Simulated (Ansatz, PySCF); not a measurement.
Ligand exchange on a metal centre used in film growth or etching (Zn Cl-F). Gas-phase values, no solvent.

Quantity: redistribution energy (mixed species minus the weighted end members), in eV.

Level 1: frozen-core MP2/def2-TZVPP // TPSS-D3(BJ)/def2-SVP (Ansatz, an electronic-structure program)
Level 2: B3LYP/6-311+G** (LANL2DZ on Zn) // TPSS-D3(BJ)/def2-SVP (PySCF)
Level 3: HF/6-31G* (LANL2DZ on Zn) // TPSS-D3(BJ)/def2-SVP (PySCF)
Level 4: HF/def2-TZVPP // TPSS-D3(BJ)/def2-SVP (Ansatz)

| species | level 1 | level 2 | level 3 | level 4 |
|---|---|---|---|---|
| 1 of 2 Cl replaced by F: [Zn(Cl)(F)] | 0.000 | -0.009 | -0.033 | -0.009 |
